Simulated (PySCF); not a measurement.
Method: B3LYP-D3(BJ)/def2-TZVP // PBE-D3(BJ)/def2-SVP (PySCF). Isolated molecules, 0 K electronic values unless said otherwise. One relaxed conformer stands for a flexible species; it need not be the lowest. B3LYP has the VWN-RPA correlation part, as in Gaussian. 

Reference species: [Zn(NH2)2] (neutral, multiplicity 1).

* **charge on the central atom (meta-Löwdin)**: 1.12 e
* **mean distance from the central atom to its bonded neighbours**: 1.830 Å

Changed species: [Zn(Br)2] (2 of 2 NH2 replaced by Br; the reference has 0 of 2 NH2 replaced by Br).

**Question.** Predict the effect on the charge on the central atom (meta-Löwdin) and mean distance from the central atom to its bonded neighbours.

**Answer.** the charge on the central atom (meta-Löwdin) increases by 0.05 e, to 1.17 e; the mean distance from the central atom to its bonded neighbours goes up by 0.407 Å, to 2.237 Å.
